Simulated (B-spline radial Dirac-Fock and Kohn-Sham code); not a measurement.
# Kr⁷⁺: eigenvalues, ΔSCF and the reference

System: Kr⁷⁺ in the configuration 1s2 2s2 2p6 3s2 3p6 3d10 4s1.

The density-functional columns are spherical, spin-unpolarised Dirac-Kohn-Sham results without Breit or QED terms: −ε is minus the orbital energy of the initial state and ΔSCF the difference of two total energies. The reference in the last column comes from multi-electron Dirac-Fock with separately optimised hole states, Breit and Lamb-shift corrections added in first order. All numbers are from an atomic code on a B-spline grid, in eV; a selection of levels is shown. For the 1s level of heavy atoms much of the gap between ΔSCF and the reference is the Breit and QED part, -32.9 eV here; for other levels the error of the functional can be larger.

| level | PBE −ε | PBE ΔSCF | LDA −ε | LDA ΔSCF | Dirac-Fock |
| --- | --- | --- | --- | --- | --- |
| K (1s) | 14271.3 | 14504.1 | 14248.5 | 14480.6 | 14450.7 |
| L1 (2s) | 1978.8 | 2021.3 | 1976.3 | 2018.9 | 2051.8 |
| L2 (2p1/2) | 1799.7 | 1851.0 | 1799.0 | 1850.4 | 1853.9 |
| L3 (2p3/2) | 1745.8 | 1795.6 | 1745.2 | 1795.1 | 1801.0 |
| M2 (3p1/2) | 313.4 | 331.6 | 313.2 | 331.4 | 342.2 |
| M3 (3p3/2) | 305.4 | 323.4 | 305.2 | 323.2 | 334.1 |
| M4 (3d3/2) | 194.7 | 212.7 | 195.1 | 213.0 | 210.9 |
| M5 (3d5/2) | 193.4 | 211.3 | 193.7 | 211.6 | 209.6 |
| N1 (4s) | 118.5 | 126.8 | 119.0 | 127.0 | 124.6 |

Q: Order the estimates of the K (1s) level by their distance from the Dirac-Fock value, nearest first.
A. LDA −ε
B. PBE −ε
C. LDA ΔSCF
D. PBE ΔSCF

A: C (29.9 eV), D (53.4 eV), B (179.4 eV), A (202.2 eV).

For the outermost level NIST gives 125.802 eV (measured); the differences from it are PBE −ε -7.32, PBE ΔSCF +1.01, LDA −ε -6.81, LDA ΔSCF +1.19, Dirac-Fock -1.17 eV.

Values without a named source are computed, but for edge energies of neutral atoms, which are taken from tables.
